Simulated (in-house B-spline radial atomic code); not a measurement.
A radial electron density 4πr²n(r) was computed for an atom or ion in its tabulated ground configuration with an all-electron radial atomic-structure program (B-spline basis); method: non-relativistic TPSSh, spin-polarised, spherical fractional occupations, exact exchange averaged over the configuration. Columns: r (bohr), 4πr²n(r) (electrons per bohr), bar.

```
 0.00342   0.4229 #
 0.00409   0.5912 #
 0.00489   0.8225 ##
 0.00584    1.136 ###
 0.00698    1.561 ####
 0.00834    2.128 #####
 0.00996    2.872 ######
  0.0119    3.839 #########
  0.0142    5.056 ###########
   0.017    6.591 ###############
  0.0203    8.405 ###################
  0.0243    10.52 ########################
   0.029    12.79 #############################
  0.0346    15.09 ##################################
  0.0414    17.21 #######################################
  0.0494     18.8 ##########################################
  0.0591    19.59 ############################################
  0.0706    19.35 ###########################################
  0.0843    18.11 #########################################
   0.101    16.17 ####################################
    0.12     14.3 ################################
   0.144    13.13 ##############################
   0.172     13.4 ##############################
   0.205    15.05 ##################################
   0.245    17.37 #######################################
   0.293    19.05 ###########################################
    0.35    18.84 ##########################################
   0.418    16.35 #####################################
     0.5    12.19 ###########################
   0.597    7.843 ##################
   0.714     4.62 ##########
   0.853    3.132 #######
    1.02    2.866 ######
    1.22    2.832 ######
    1.45     2.41 #####
    1.74    1.565 ####
    2.08   0.7545 ##
    2.48   0.2664 #
    2.96  0.06562 
    3.54  0.01031 
    4.23 0.0009855 
    5.06 5.385e-05
```

Q: Which atom or ion is it?
A. Cl3+
B. Cl4+
C. Cl5+
D. P4+

A: B. The area under the curve, ∫4πr²n dr = ∫r·4πr²n d(ln r) on this logarithmic grid, is 13 electrons, which only this option has. The configuration is [Ne] 3s2 3p1.
